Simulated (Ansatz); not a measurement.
The cluster As₂S, relaxed as a singlet with RKS PBE0-D4/def2-TZVP in Ansatz, starting from the GFN2-xTB geometry. Force threshold 0.02 eV/Å.

The restricted singlet is unstable: a solution with broken spin symmetry lies lower. The structure comes from a short search, and lower isomers may exist.

Start:

Cartesian coordinates in Å:
```
As 0.3740 -0.7814 0.9396
As -0.9776 0.7940 0.2464
S 0.6036 -0.0127 -1.1859
```

Question: Estimate the energy that the relaxation releases and the steps that it takes.

Answer: 0.00 eV, in 3 steps; 7.5 s on 4 threads of Arm Neoverse N1 on a shared host. No frequencies were taken in this run, so the end may be a saddle point.

Question: Does the start keep its bonding and symmetry?

Answer: By distances, no bond broke or formed. The bond that changes most is As1–As2, from 2.19 to 2.20 Å (atoms count from 1). Point group C2v at the start, C2v at the end, both within 0.05 Å; within 0.015 Å the end is Cs.

Question: Predict the relaxed structure.

Answer: 
Cartesian coordinates in Å:
```
As 0.3771 -0.7871 0.9456
As -0.9821 0.7986 0.2454
S 0.6050 -0.0116 -1.1910
```
Bond lengths: 2 × As–S 2.28 to 2.29 Å; 1 × As–As 2.20 Å.
